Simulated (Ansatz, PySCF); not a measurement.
Gas-phase reaction (SMILES): N[SiH3] + [H][H] (H2) → N (NH3) + [SiH4] (SiH4); energy of full hydrogenation.

Each molecule is optimised on its own at B3LYP-D3(BJ)/def2-TZVP (Ansatz, a first-principles code). Correlated levels leave the core frozen unless marked. No spin-orbit coupling. Non-relativistic. CBS(X,Y): correlation extrapolated as X^-3; Hartree-Fock from the larger set. Thermal terms are rigid-rotor harmonic-oscillator values from B3LYP-D3(BJ) frequencies (Ansatz or PySCF) at 298.15 K and 1 atm. 1 Eh = 627.5095 kcal/mol.

```tsv
species	E, CCSD(T)/CBS(def2-TZVPPD,def2-QZVPPD) (Ansatz) (Eh)	E, B3LYP-D3(BJ)/def2-TZVPD (Ansatz + dftd3) (Eh)	H - E (Eh)
N[SiH3]	-346.79639	-347.33613	0.05540
[H][H] (H2)	-1.17452	-1.17983	0.01336
N (NH3)	-56.50452	-56.58902	0.03799
[SiH4] (SiH4)	-291.45830	-291.91976	0.03520
```

### Question
Work out ΔE and ΔH at 298.15 K at the first level, then ΔH at the second.

### Answer

1. ΔE = [(-56.50452) + (-291.45830)] - [(-346.79639) + (-1.17452)] = 0.00809 Eh = 5.1 kcal/mol at CCSD(T)/CBS(def2-TZVPPD,def2-QZVPPD).
2. The terms H - E add up to 0.00443 Eh, so ΔH = (0.00809 + (0.00443))×627.5095 = 7.9 kcal/mol.
3. At B3LYP-D3(BJ)/def2-TZVPD the same steps give ΔE = 4.5 and ΔH = 7.3 kcal/mol, a shift of -0.6 from the first level.
4. These values are not checked against measurement here, since the tables used lack a sound gas-phase enthalpy of formation for at least one species.
